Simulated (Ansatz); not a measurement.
`C[N](C)[AlH][F]` + H₂ → `C[N](C)[AlH2]` + H–F  (hydrogenolysis of the Al–F bond)

Program: Ansatz. Geometries: PBE0-D4/def2-TZVP. ΔE: electronic, gas phase. CCSD(T)/CBS adds triple-zeta CCSD(T) − MP2 to the extrapolated MP2 energy (def2 sets, frozen cores). This one scheme is used for every species. DFT in def2-TZVPP. B3LYP here is the variant with VWN-RPA as its local correlation; programs differ in this. HSE06 is defined as in plane-wave codes. Each species was taken in one conformer, which may not be the lowest.

```
             level  ΔE (kJ/mol)  difference from CCSD(T)/CBS
       LDA (SPW92)        158.8                         -9.7
            PBE-D4        161.9                         -6.6
         revPBE-D4        161.1                         -7.4
           BLYP-D4        172.6                          4.1
         r2SCAN-D4        175.6                          7.1
           PBE0-D4        160.1                         -8.4
          B3LYP-D4        170.9                          2.4
        r2SCANh-D4        173.8                          5.3
        r2SCAN0-D4        171.1                          2.6
          HSE06-D4        159.7                         -8.8
          BHLYP-D4        171.1                          2.6
      CAM-B3LYP-D4        172.3                          3.8
           ωB97X-V        168.2                         -0.3
           ωB97M-V        169.2                          0.7
            B2PLYP        172.4                          3.9
          PBE-QIDH        164.7                         -3.8
               PBE        161.4                         -7.1
            revPBE        160.5                         -8.0
              BLYP        171.6                          3.1
            r2SCAN        175.4                          6.9
             B3LYP        170.0                          1.5
           r2SCANh        173.6                          5.1
           r2SCAN0        170.9                          2.4
             HSE06        159.2                         -9.3
             BHLYP        170.3                          1.8
         CAM-B3LYP        171.7                          3.2
           LC-ωPBE        165.7                         -2.8
RPA@PBE/def2-TZVPP        162.7                         -5.8
       HF/def2-SVP        160.9                         -7.6
     CCSD/def2-SVP        165.6                         -2.9
  CCSD(T)/def2-SVP        165.8                         -2.7
SCS-MP2/def2-TZVPP        171.4                          2.9
   CCSD/def2-TZVPP        165.4                         -3.1
CCSD(T)/def2-TZVPP        166.3                         -2.2
     HF/def2-QZVPP        167.0                         -1.5
    MP2/def2-QZVPP        174.8                          6.3
SCS-MP2/def2-QZVPP        173.3                          4.8
      HF/CBS(def2)        167.2                         -1.3
     MP2/CBS(def2)        175.0                          6.5
    CCSD/CBS(def2)        167.6                         -0.9
       CCSD(T)/CBS        168.5                            0
```

Largest T1 diagnostic among the species: 0.012.

From r2SCAN to r2SCAN0 (25 % exact exchange), in def2-TZVPP and without D4, ΔE moves by −4.5 kJ/mol. Leaving LDA and LC-ωPBE aside and taking each functional with its dispersion term where it has one, the values spread over 16.0 kJ/mol, from HSE06-D4 to r2SCAN-D4.
